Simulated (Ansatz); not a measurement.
A geometry relaxed with B3LYP-D3(BJ)/def2-TZVP in Ansatz (a program for electronic structure), charge 0, multiplicity 1:

```xyz
13

H      2.0735    -1.4312     0.3599
N      0.5120     2.6490    -0.5886
C      0.6514     0.1289    -0.0190
H     -0.2524    -1.6784     0.3689
H     -2.3490     1.3115    -0.3379
Si    -2.2337    -0.1245    -0.0199
H     -2.8674    -0.9397    -1.0832
C     -0.4415    -0.6337     0.1305
C      2.0659    -0.3692     0.1209
C      0.5417     1.5252    -0.3349
H      2.6230    -0.2092    -0.8047
H      2.5894     0.1763     0.9089
H     -2.9172    -0.4246     1.2606
```

### Question
Write the SMILES of this molecule.

### Answer
`C/C(C#N)=C/[SiH3]`
